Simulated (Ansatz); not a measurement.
The cluster Pd3H5 (the lowest doublet isomer of a short search) was relaxed with PBE-D4 (def2-SVP) in Ansatz in these states: neutral doublet, neutral quartet. The geometries follow in no particular order.

In the def2 sets Pd takes a core potential; there is no spin–orbit coupling.

A:

```xyz
8

Pd    0.841    1.478   -1.336
Pd    0.171   -0.181    0.671
Pd   -1.771    0.933   -0.819
H     1.473    0.223   -0.411
H    -1.484   -0.393    0.174
H     1.055   -1.238    1.695
H    -0.488    0.590   -1.841
H     0.202   -1.413    1.867
```

B:

```tsv
atom	x (Å)	y (Å)	z (Å)
Pd1	-2.108	-0.107	-0.433
Pd2	0.286	0.186	0.791
Pd3	0.087	-0.717	-1.696
H4	-1.461	0.235	1.110
H5	0.697	-1.282	-0.194
H6	1.780	1.060	1.179
H7	-1.301	0.384	-1.882
H8	2.019	0.241	1.125
```

Q: Judge from the bond lengths which geometry belongs to which state (an estimate).

A: A is the neutral doublet (Pd1–Pd3 2.718 Å, Pd3–H7 1.676 Å, Pd2–H5 1.741 Å); B is the neutral quartet (Pd1–Pd3 2.604 Å, Pd3–H7 1.781 Å, Pd2–H5 1.815 Å).

In the doublet, H6 and H8 lie 0.89 Å apart (atoms count from 1), so H2 has formed as a molecule. In the quartet, H6 and H8 lie 0.85 Å apart (atoms count from 1), so H2 has formed as a molecule.
